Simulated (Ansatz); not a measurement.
`C=[N][AlH][CH2]C`, relaxed with RKS PBE0-D4/def2-TZVP in Ansatz from a PBE-D4/def2-SVP geometry. The force threshold is 0.005 eV/Å; the program also tests the step.

Total charge 0; spin multiplicity 1.

Start:

```xyz
13

C     0.027   -1.763   -2.775
N     0.359   -1.043   -1.800
Al    0.807   -0.031   -0.412
C    -0.561    0.324    0.969
C    -0.174    1.355    2.042
H     0.136   -2.880   -2.776
H    -0.401   -1.343   -3.725
H     2.315    0.500   -0.410
H    -0.811   -0.653    1.443
H    -1.499    0.629    0.450
H     0.040    2.352    1.602
H    -0.977    1.501    2.796
H     0.739    1.053    2.597
```

| step | energy (eV) | largest force (eV/Å) | largest move (Å) |
| --- | --- | --- | --- |
| 1 | -11321.4549 | 0.593 | 0.000 |
| 2 | -11321.5082 | 0.181 | 0.036 |
| 3 (rejected) | -11321.2001 | 2.387 | 0.154 |
| 4 (rejected) | -11321.5069 | 0.247 | 0.054 |
| 5 (rejected) | -11321.5078 | 0.285 | 0.026 |
| 6 | -11321.5133 | 0.059 | 0.013 |
| 7 | -11321.5138 | 0.004 | 0.006 |

End:

```xyz
13

C     0.030   -1.746   -2.755
N     0.349   -1.037   -1.786
Al    0.789   -0.041   -0.412
C    -0.562    0.315    0.960
C    -0.167    1.344    2.020
H     0.139   -2.843   -2.749
H    -0.383   -1.328   -3.687
H     2.280    0.498   -0.390
H    -0.811   -0.641    1.438
H    -1.487    0.622    0.456
H     0.038    2.323    1.579
H    -0.953    1.487    2.768
H     0.738    1.046    2.557
```

Hardware: 4 threads of an Arm Neoverse V1 on a shared host. Wall time 26 s, peak host memory 0.51 GiB.
